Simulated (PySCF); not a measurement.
CH3BrGeO, SMILES [O](C)[Ge][Br] (connectivity only; charge and spin as stated), neutral, multiplicity 1.

Coordinates come from a PBE0-D3(BJ)/def2-SVP optimisation. The structure was generated by enumeration; whether it is a known compound was not checked. Other conformers were not sampled.

Two levels are set side by side: TDA-PBE/def2-SVPD (PySCF) and TDA-PBE0/def2-SVPD (PySCF). Vertical, same geometry. The lowest singlet is HOMO→LUMO 70 %, HOMO−2→LUMO 28 % with PBE and HOMO→LUMO 88 % with the other functional; states are paired by order. Differences are taken from unrounded values.

```csv
quantity,TDA-PBE
lowest singlet excitation (eV),3.92
lowest triplet excitation (TDA) (eV),3.20
first bright state (f over 0.05) (eV),5.34
its oscillator strength,0.05
```

**Question.** These are the TDA-PBE values. What does TDA-PBE0 give? (An estimate is asked for; the answer gives what the named calculation found.)

**Answer.** 
| quantity | TDA-PBE0 | TDA-PBE minus TDA-PBE0 |
|---|---|---|
| lowest singlet excitation (eV) | 4.37 | -0.45 |
| lowest triplet excitation (TDA) (eV) | 3.15 | 0.05 |
| first bright state (f over 0.05) (eV) | 5.86 | -0.52 |
| its oscillator strength | 0.05 | 0.00 |

A lower first singlet is the usual sign of a functional without exact exchange. Differences between two approximate levels are no errors against the true value.

Rough cost on one machine, each run with all the roots and properties that it gave: TDA-PBE0 against TDA-PBE about 2 times.
